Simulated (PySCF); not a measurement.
BF3, SMILES F[B-](F)F, charge -1, multiplicity 2. Coordinates come from a B3LYP-D3(BJ)/def2-SVPD optimisation.

Level of theory: B3LYP-D3(BJ)/def2-SVPD run with PySCF 2.14.0.

Harmonic wavenumbers (cm⁻¹): 402, 402, 582, 812, 1031, 1031. Rotational constants (GHz): 9.594, 9.594, 4.964; symmetry number 3.

Q: Work out the zero-point energy and the ideal-gas rigid-rotor harmonic-oscillator thermochemistry at 298.15 K and 1 atm.

A: ZPE = ½ Σ hcν = ½ × 4260 cm⁻¹ = 6.09 kcal/mol. H − E(el) = 9.04 kcal/mol. Entropy in cal/(mol K): translation 38.56, rotation 21.88, vibration 2.75, spin 1.38, total 64.58. G − E(el) = -10.21 kcal/mol. Cp = 13.27 cal/(mol K).
